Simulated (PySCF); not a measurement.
A structure optimised at B3LYP-D3(BJ)/def2-SVP, used in a PySCF frequency run:

```
O
C 1 1.4238
H 2 1.1048 1 110.92
C 1 1.4238 2 100.25 3 -114.44
H 4 1.1048 1 110.92 2 -114.44
C 4 1.5097 5 111.01 1 126.35
H 6 1.0996 4 110.56 5 177.98
H 6 1.1015 7 108.92 4 121.58
H 6 1.1029 7 108.97 8 118.02
C 2 1.5097 3 111.01 1 126.35
H 10 1.0996 2 110.56 3 177.98
H 10 1.1015 11 108.92 2 121.58
H 10 1.1029 11 108.97 12 118.02
S 2 1.8638 3 111.15 1 -103.15
```

**Question.** Write its SMILES, formula and point group.

**Answer.** C[C@H]1O[C@H](C)S1, C₄H₈OS, C2

**Question.** What are its rotational constants (standard atomic weights)?

**Answer.** 5.1755, 2.3737, 1.8009 GHz
